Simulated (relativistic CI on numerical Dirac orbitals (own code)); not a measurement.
**Sensitivity of the levels of Zn¹⁶⁺ to α and to the nuclear radius**

Method of calculation: Dirac-Coulomb-Breit CI, separate exchange-only KLI orbitals for each configuration, derivatives by finite differences, unscaled Slater integrals, QED left out (own radial code, finite nucleus).

Configurations in the expansion (outside the closed core [Ne]): 3s2 3p2, 3s 3p3, 3s2 3p 3d, 3p4, 3s 3p2 3d, 3p3 3d, 3s2 3d2, 3s 3d3, 3p2 3d2, 3p 3d3. Double excitations out of closed p, d and f shells are left out; levels of such configurations are missing from the list, as are those of other unlisted configurations, and high levels can miss mixing partners.

With x = (α/α₀)² − 1 an excitation energy changes as ω = ω₀ + qx; K = 2q/ω₀ is the relative enhancement. Terms are leading LS components, so labels can repeat. The field-shift factor is F = δν/δ⟨r²⟩ for the transition from the lowest level.

Lowest level 3s2 3p2 3P_0.

```
          Level  ω₀ (cm⁻¹)  q (cm⁻¹)      K  F (GHz/fm²)
   3s2 3p2 3P_1      22468     29890   2.66       -0.129
   3s2 3p2 3P_2      38916     38830      2       -0.182
   3s2 3p2 1D_2      84388     59780   1.42        -0.29
   3s2 3p2 1S_0     140106     60750  0.867       -0.841
   3s 3p3 5S°_2     305190     69250  0.454        -33.5
   3s 3p3 3D°_1     397367     62090  0.312        -29.8
   3s 3p3 3D°_2     398075     64210  0.323          -30
   3s 3p3 3D°_3     405873     77010  0.379        -30.2
   3s 3p3 3P°_0     460899     77630  0.337          -30
   3s 3p3 3P°_2     462247     78780  0.341        -27.9
   3s 3p3 3P°_1     462694     81230  0.351        -29.9
   3s 3p3 1D°_2     499819     86190  0.345        -21.5
   3s 3p3 3S°_1     562823     69340  0.246        -35.4
3s2 3p 3d 3F°_2     573127     40530  0.141       -0.266
3s2 3p 3d 3F°_3     587209     52700   0.18        0.419
3s2 3p 3d 3F°_4     609513     77410  0.254        0.397
   3s 3p3 1P°_1     611694     97580  0.319        -31.1
3s2 3p 3d 3P°_2     657616     43590  0.133        -7.07
3s2 3p 3d 3D°_1     667858     44190  0.132        -3.84
3s2 3p 3d 1D°_2     684244     73480  0.215        -9.86
3s2 3p 3d 3P°_0     688599     73300  0.213        -3.65
3s2 3p 3d 3D°_3     693350     69560  0.201        -3.49
3s2 3p 3d 3P°_1     693591     75960  0.219        -4.25
```

At this charge energies of transitions that change n are usually good to better than 1 %, and those within a shell (Δn = 0) to a few per cent.
